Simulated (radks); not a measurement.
Sc IV, 18 electrons, occupied as [Ar] (the NIST ground configuration). All-electron calculation, Dirac Kohn-Sham, BLYP, spin-unpolarised, spherical densities, finite nucleus; Fermi nuclear charge, rms radius 3.5459 fm. Program: a radial shooting solver on a logarithmic mesh with Libxc functionals.

Spin-orbit splittings of the eigenvalues, e(l+1/2) - e(l-1/2), with zeta = 2 splitting/(2l+1) and mean radii in bohr:

| shell | occ. | splitting (eV) | zeta (eV) | <r> j=l-1/2 | <r> j=l+1/2 |
|---|---|---|---|---|---|
| 2p | 6 | 4.646 | 3.097 | 0.3059 | 0.3085 |
| 3p | 6 | 0.5473 | 0.3649 | 1.126 | 1.133 |
